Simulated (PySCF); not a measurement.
CH₆AlBN (calculated)

Calculation on a computer-drawn molecule: optimised geometry and harmonic frequencies of an isolated molecule of the commonest isotopes, restricted reference for singlets and unrestricted otherwise, frozen core in MP2. Program: PySCF 2.14.0.

Entry: CH₆AlBN

Start structure:
```xyz
10
CH6AlBN
C     -0.8572     0.9211     1.2235
N     -0.7557    -0.3355     0.5673
B     -1.7025    -1.0672    -0.0641
Al    -1.3543    -2.8839    -0.9476
H     -0.3076     1.6677     0.7626
H     -1.9540     1.2183     1.2900
H     -0.5664     0.7722     2.2145
H      0.2936    -0.6613     0.5067
H     -2.8345    -0.7141    -0.0068
H     -1.0709    -4.2223    -1.6741
```

Here we set charge 1, multiplicity 1, method HF and basis cc-pV(D+d)Z.

Results for CH₆AlBN: rotational constants 38.03, 2.08, 1.997 GHz; total energy -362.1892 hartree; convergence status largest gradient component 2.341e-05 hartree/bohr.

Drawn bonds:
```csv
atom,other atom,order
1,2,1
2,3,1
3,4,1
1,5,1
1,6,1
1,7,1
2,8,1
3,9,1
4,10,1
```

Optimised structure:
```xyz
10
CH6AlBN
C     -0.8810     0.9439     1.2575
N     -0.7013    -0.3341     0.5637
B     -1.6996    -1.0649    -0.0088
Al    -1.3161    -2.9571    -1.0175
H     -0.3033     1.7227     0.7613
H     -1.9326     1.2157     1.2433
H     -0.5475     0.8579     2.2909
H      0.2533    -0.6340     0.5463
H     -2.8476    -0.7401    -0.0083
H     -1.1338    -4.3150    -1.7565
```

Modes:
```csv
frequency (cm⁻¹),reduced mass (dalton)
165.2,2.607
175.9,2.578
185.6,1.169
336.1,4.789
413.2,1.362
418.6,1.191
608.1,3.043
709.8,1.57
921.9,1.117
1037,2.615
1073,1.322
1235,1.318
1247,1.497
1413,1.765
1569,1.158
1588,1.04
1594,1.129
1680,1.918
2108,1.047
2758,1.099
3210,1.034
3294,1.108
3328,1.107
3828,1.078
```
